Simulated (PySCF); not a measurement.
Species: CH11B2P3.
SMILES with atom numbers: `[CH3:1][B@H-:2]1[PH2+:3][B@H-:4]([PH2:5])[PH2+:6]1` (hydrogens: H7, H8, H9 on C1; H10 on B2; H11, H12 on P3; H13 on B4; H14, H15 on P5; H16, H17 on P6)

Structure used (PBE0-D3(BJ)/def2-SVP), in Å, numbered top down from 1:
```
atom  x, y, z in Å
C1    -2.708   -0.148    0.550
B2    -1.153    0.185    0.659
P3     0.259   -1.194    0.427
B4     1.459    0.099   -0.471
P5     2.557    0.989    0.917
P6    -0.172    1.183   -0.751
H7    -2.984   -0.659   -0.387
H8    -3.030   -0.793    1.383
H9    -3.310    0.773    0.611
H10   -0.757    0.756    1.666
H11   -0.079   -2.289   -0.407
H12    0.739   -1.869    1.577
H13    2.015   -0.297   -1.472
H14    3.602    0.013    0.929
H15    3.257    1.854    0.019
H16   -0.069    2.592   -0.631
H17   -0.688    1.062   -2.066
```

Method used: TDDFT CAM-B3LYP/def2-SVPD, vertical, gas phase, core orbitals frozen in the response in PySCF.

Question: List the vertical singlet excitations with oscillator strengths and describe the spectrum.

Answer: 

| state | E (eV) | ν̃ (cm⁻¹) | f | symmetry | main configurations (H = HOMO, L = LUMO) |
| --- | --- | --- | --- | --- | --- |
| S1 | 5.76 | 46470 | 0.020 | A′ | H→L (76%), H→L+2 (16%) |
| S2 | 5.90 | 47550 | 0.015 | A′ | H→L+1 (88%) |
| S3 | 6.17 | 49760 | 0.015 | A″ | H→L+3 (60%), H→L+4 (27%) |
| S4 | 6.21 | 50080 | 0.0082 | A′ | H-1→L (71%), H→L+2 (14%), H-1→L+2 (8%) |
| S5 | 6.45 | 52040 | 0.015 | A′ | H→L+2 (58%), H→L (18%), H-1→L (11%) |
| S6 | 6.67 | 53820 | 0.0032 | A′ | H-1→L+1 (89%) |
| S7 | 6.69 | 53950 | 0.0009 | – | H-2→L (75%), H-2→L+2 (15%) |
| S8 | 6.93 | 55880 | 0.0009 | – | H→L+4 (61%), H→L+3 (26%) |
| S9 | 7.02 | 56640 | 0.023 | A′ | H-1→L+2 (75%), H-1→L (8%) |
| S10 | 7.17 | 57860 | 0.0003 | – | H-1→L+3 (57%), H-2→L+1 (14%) |

Triplets, Tamm–Dancoff:

```
state  E (eV)  λ (nm)  main configurations (H = HOMO, L = LUMO)
   T1    5.29   234.3    H→L+3 (40%), H→L+4 (39%), H→L+12 (10%)
   T2    5.36   231.3      H→L (43%), H→L+1 (28%), H→L+13 (12%)
   T3    5.59   221.7       H→L+1 (36%), H→L (27%), H→L+2 (19%)
   T4    5.81   213.6                H-1→L (74%), H-1→L+2 (14%)
```

The lowest singlet comes at 215 nm (556 kJ/mol) in the ultraviolet; it is weak; its leading configuration is HOMO→LUMO (76%). The most intense listed level is S9 at 7.02 eV (177 nm, f = 0.023), 1.26 eV above S1. Löwdin shares by element: HOMO phosphorus 62% or more, boron 15% or more, hydrogen 13% or more; LUMO phosphorus 32% or more, boron 19% or more, hydrogen 11% or more (atoms not listed hold the other 38%). The oscillator strengths of these states sum to 0.101; summed over the whole spectrum of an exact calculation they would give the number of electrons, 72 (Thomas–Reiche–Kuhn). Weighted by f, the mean energy of these states is 6.32 eV. The listed states span 1.41 eV, and the widest gap between neighbours is 0.27 eV (S2 to S3). The vertical ionisation energy (ΔSCF) is 8.73 eV, 1.56 eV above S10. Symmetry labels in Cs follow from the direction of the transition dipole and are given only for states with f of 0.002 or more. The window holds the lowest 10 singlets.

The run took 2.2 min wall on an Arm Neoverse V2 with one thread, no GPU (shared host).

One conformer stands for the species.
